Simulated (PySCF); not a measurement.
The numbers below are computed, except where a source is named.
# CH12BSi4

The system: CH12BSi4, a small molecule (built as: Si site whose three back bonds go to SiH3, SiH3, BHSiH3; end group CH2); neutral, doublet. The structure, one conformer, was relaxed in the gas phase by PBE0-D3(BJ)/def2-SVP. No frequency run checks that it is a minimum.

SMILES: [CH2][Si]([SiH3])([SiH3])B[SiH3]

Coordinates in Å:
```
Si1     0.197    0.040   -0.863
Si2     1.556   -1.350    0.499
Si3     0.759    2.181   -0.062
B4     -1.597   -0.570   -0.283
Si5    -2.196   -0.376    1.630
C6      0.689   -0.162   -2.632
H7      2.993   -0.988    0.291
H8      1.370   -2.793    0.155
H9      1.204   -1.143    1.939
H10    -0.188    3.223   -0.566
H11     2.137    2.521   -0.535
H12     0.744    2.194    1.433
H13    -2.317   -1.184   -1.038
H14    -2.008   -1.714    2.288
H15    -1.416    0.628    2.419
H16    -3.649   -0.025    1.728
H17     1.618    0.256   -3.034
H18     0.083   -0.732   -3.344
```

EPR values by unrestricted B3LYP, IGLO-III on B C Si, pcH-1 on H.

(1) Predict g and the largest hyperfine couplings. Where does the spin sit?

(2) How do the isotropic couplings move with BHandHLYP?

Answers

(1) g = 2.0021, 2.0027, 2.0030. The spin sits on C6 (100 %, bonded to 1 Si + 2 H) by Mulliken populations.
| atom | isotope | isotropic (MHz) | dipolar, principal values (MHz) |
| --- | --- | --- | --- |
| C6 | 13C | 76.1 | -71.9, -71.2, 143.1 |
| H18 | 1H | -56.0 | -34.8, -0.8, 35.6 |
| H17 | 1H | -55.5 | -34.7, -0.9, 35.6 |
| Si2 | 29Si | -74.3 | -14.6, 6.9, 7.8 |
| Si1 | 29Si | 46.2 | -2.9, 0.4, 2.4 |
| Si3 | 29Si | -31.5 | -6.3, 3.0, 3.3 |

(2) C6 76.1 to 99.1 MHz, H18 -56.0 to -66.3 MHz, H17 -55.5 to -65.5 MHz, Si2 -74.3 to -74.5 MHz.
